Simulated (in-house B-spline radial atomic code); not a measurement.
How G0W0 and RPA depend on the start: Kr IV (Kr3+)

Configuration [Ar] 3d10 4s2 4p3, highest spin. Computed with an all-electron radial atomic-structure program (B-spline basis): all electrons, scalar-relativistic (spin-free one-electron X2C), finite nucleus, each spin shell either full or empty, empty states to l = 9 with an (l + 1/2)⁻⁴ tail; G0W0 by contour deformation at full frequency.

```
            start  mean-field 4p up (eV)  G0W0 (eV)  QP weight  RPA correlation (Eh)
     Hartree-Fock                 -51.17     -51.73      0.969               -2.2584
         LDA VWN5                 -44.74     -51.39      0.939               -2.4705
              PBE                 -44.71     -51.39      0.939               -2.4662
             PBE0                 -46.56     -51.50      0.951                -2.408
           r2SCAN                 -45.40     -51.45      0.946               -2.4292
            HSE06                 -46.09     -51.48      0.949               -2.4132
  B3LYP (VWN-RPA)                 -46.03     -51.47      0.948                -2.421
             SCAN                 -45.44     -51.43      0.947               -2.4279
             TPSS                 -44.94          ?          ?                     ?
        BHandHLYP                 -48.05     -51.57      0.959               -2.3558
        CAM-B3LYP                 -47.86     -51.57      0.957               -2.3968
          LC-wPBE                 -49.55     -51.64      0.963               -2.3974
            wB97X                 -48.95     -51.60      0.962               -2.3846
           PBEsol                 -44.70     -51.39      0.939               -2.4676
             BLYP                 -44.37          ?          ?                     ?
          r2SCAN0                 -47.03     -51.52      0.954               -2.3835
LDA exchange-only                 -43.62     -51.44      0.936               -2.4699
```

(1) What G0W0 level, weight and RPA correlation energy follow from the BLYP start?

(2) What G0W0 level, weight and RPA correlation energy follow from the TPSS start?

(3) How much of the dependence on the start does G0W0 remove?

## Answers

(1) G0W0 level -51.37 eV, weight 0.938, RPA correlation -2.4679 hartree.

(2) G0W0 level -51.43 eV, weight 0.941, RPA correlation -2.4548 hartree.

(3) The mean-field levels span 7.55 eV and the G0W0 levels 0.366 eV. Against 50.85 ± 0.11 eV (NIST, measured) the G0W0 removal energies are off by +0.52 to +0.88 eV, with spin-orbit coupling, Breit and QED terms left out.
